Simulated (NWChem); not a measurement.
Species: C$_{2}$H$_{7}$BO$_{2}$; SMILES CB(O)CO

```xyz
12

C     -0.6333    -1.9349     0.0216
B      0.0357    -0.5029    -0.0145
O      1.3947    -0.3295    -0.0108
C     -0.7930     0.8418    -0.0402
O     -0.0284     2.0406     0.0376
H     -1.6700    -1.9301    -0.3334
H     -0.6584    -2.3058     1.0575
H     -0.0808    -2.6816    -0.5652
H      1.8924    -1.1605    -0.0044
H     -1.5289     0.8317     0.7830
H     -1.4104     0.8490    -0.9593
H      0.9049     1.7816    -0.0083
```
Atoms are numbered in this order, from 1.

Program: NWChem. Geometry: optimised at B3LYP/6-31G* (spherical d).

For level TPSSh/def2-SVP:

```
Quantity                     Result
---------------------------  ------
highest occupied level (eV)   -6.15
orbital gap (eV)               6.17
```

### Question
How do the values read with level LDA (Slater exchange, VWN5)/def2-SVP instead?

### Answer
The highest occupied level (eV) comes out as -5.36. The orbital gap (eV) is 4.65.
